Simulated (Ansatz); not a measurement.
Consider the formal exchange of groups at a Zn–C bond: `[NH2][Zn][CH2]F` + `CC` → `C[CH2][Zn][NH2]` + `CF`.

Computed with Ansatz on PBE0-D4/def2-TZVP structures; ΔE is electronic, products minus reactants. CCSD(T)/CBS adds triple-zeta CCSD(T) − MP2 to the extrapolated MP2 energy (def2 sets, frozen cores). This one scheme is used for every species. Functionals use def2-TZVPP. For Zn outer-core shells are correlated without core-valence functions, which leaves a few kJ/mol of doubt a bond. Scalar relativity is left out up to krypton. Each species was taken in one conformer, which may not be the lowest.

```json
{"level": "CAM-B3LYP-D4", "ΔE (eV)": "-0.01"}
{"level": "revPBE", "ΔE (eV)": "0.01"}
{"level": "BHLYP", "ΔE (eV)": "-0.01"}
{"level": "CAM-B3LYP", "ΔE (eV)": "0.01"}
{"level": "RPA@PBE/def2-TZVPP", "ΔE (eV)": "-0.07"}
{"level": "MP2/def2-SVP", "ΔE (eV)": "-0.12"}
{"level": "CCSD(T)/def2-TZVPP", "ΔE (eV)": "-0.07"}
{"level": "HF/def2-QZVPP", "ΔE (eV)": "-0.02"}
```

(1) What does CCSD(T)/CBS give? (Estimate.)

(2) What do rigid-rotor, harmonic-oscillator terms from PBE0-D4/def2-TZVP frequencies (298.15 K, 1 bar) make of the CCSD(T)/CBS value? (An estimate is asked.)

Largest T1 diagnostic among the species: 0.015.

Answers

(1) Computed: -0.06 eV. The listed levels differ from it by 0.05, 0.07, 0.05, 0.07, -0.01, -0.06, -0.01, 0.04 eV.

(2) Ansatz gave: ΔZPE = 0.00 eV, ΔH = -0.05 eV, ΔS = 7 J/(mol·K), ΔG = -0.07 eV.

Leaving LDA and LC-ωPBE aside and taking each functional with its dispersion term where it has one, the values, not all of them listed here, spread over 0.07 eV, from PBE-QIDH to BLYP-D4. From BLYP to BHLYP (50 % exact exchange), in def2-TZVPP and without D4, ΔE moves by −0.04 eV.
